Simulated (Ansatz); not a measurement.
Reaction (formal exchange of groups at the Si–C bond): `CO[Si](C)(N)Cl` + ethylene → `C=C[Si](N)(Cl)OC` + CH₄

Gas-phase electronic energies from Ansatz, PBE0-D4/def2-TZVP geometries. CCSD(T)/CBS adds triple-zeta CCSD(T) − MP2 to the extrapolated MP2 energy (def2 sets, frozen cores). This one scheme is used for every species. DFT in def2-TZVPP. B3LYP here is the variant with VWN-RPA as its local correlation; programs differ in this. Each species was taken in one conformer, which may not be the lowest.

| level | ΔE (kJ/mol) |
| --- | --- |
| PBE-D4 | -5.7 |
| B3LYP-D4 | -5.8 |
| B2PLYP | -3.1 |
| PBE | -2.7 |
| PBE0 | -1.1 |
| B3LYP | -1.1 |
| HF/def2-TZVPP | 1.6 |
| CCSD/def2-TZVPP | -2.2 |

Task: What does CCSD(T)/CBS give? (Best estimate.)

Result: Ansatz gave: -3.4 kJ/mol. The listed levels differ from it by -2.3, -2.4, 0.3, 0.7, 2.3, 2.3, 5.0, 1.2 kJ/mol.

Largest T1 diagnostic among the species: 0.011.

The D4 term adds −4.6 kJ/mol with B3LYP and −2.7 kJ/mol with PBE0; it sums over pairs of atoms, weighted by their polarisabilities, and B3LYP, whose exchange is more repulsive, gets the larger term. In def2-TZVPP, CCSD(T) changes the Hartree–Fock value by −5.7 kJ/mol (the triples alone add −1.9 kJ/mol) and MP2 by −7.6 kJ/mol.
